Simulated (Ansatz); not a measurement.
System: sum formula HS2O, net charge 0, doublet state. It need not be the lowest isomer of its formula. 
Geometry from a B3LYP-D3(BJ)/def2-TZVP (Ansatz, a quantum-chemistry and plane-wave program) optimisation:
```xyz
4

S      1.2760     0.2484     0.2598
S     -0.3936    -0.6010    -0.1748
O     -1.6115     0.5309    -0.1755
H     -1.2265     1.3947     0.0453
```
Charge 0, spin multiplicity 2.

Property: atomisation energy (electronic, to ground-state atoms), in kcal/mol. Valence correlation only, unless marked. Open shells are spin-unrestricted. Spin-orbit coupling is left out. Non-relativistic. The coupled-cluster limit lacks core correlation, which all-electron functionals hold. CBS marks a two-point X^-3 extrapolation of the correlation energy; Hartree-Fock from the larger set. The bracket is a focal-point correction in the basis named.

| level | program | atomisation energy (kcal/mol) |
|---|---|---|
| HF/STO-3G | Ansatz | 112.3 |
| revPBE-D4/def2-TZVPD | Ansatz + dftd4 | 276.4 |
| BHLYP-D3(BJ)/def2-TZVPD | Ansatz + dftd3 | 242.6 |
| PBE-QIDH/def2-TZVPD | Ansatz | 259.1 |
| RPA@PBE/cc-pV(Q+d)Z | Ansatz | 244.7 |

Q: What does RI-MP2/CBS(cc-pV(T+d)Z,cc-pV(Q+d)Z)+[CCSD(T)-MP2]/cc-pV(T+d)Z (Ansatz) give?

A: 266.1 kcal/mol, so RPA@PBE/cc-pV(Q+d)Z differs from it by -21.4 kcal/mol.
